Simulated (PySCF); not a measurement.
Homolysis of single bonds, series CF3-X. Gas-phase values, no solvent. One relaxed conformer stands for each flexible species; it need not be the lowest. Strings in code marks are SMILES.

These are PySCF with PBE-D3(BJ)/def2-TZVP // B3LYP-D3(BJ)/def2-TZVP values and carry that method's errors. All candidates: neutral, multiplicity 2. 

```
Item                              Value
-----------------------------  --------
highest occupied spin orbital  -5.71 eV
dipole moment                    0.27 D
```

### Question
Name which member has these values.
A) `F[C](F)Cl`
B) `[BH2]`
C) `[GeH3]`
D) `F[CH]F`

### Answer
A, `F[C](F)Cl`. The others give `[BH2]`: -4.92 eV, 0.51 D; `[GeH3]`: -5.24 eV, 0.05 D; `F[CH]F`: -5.17 eV, 1.23 D
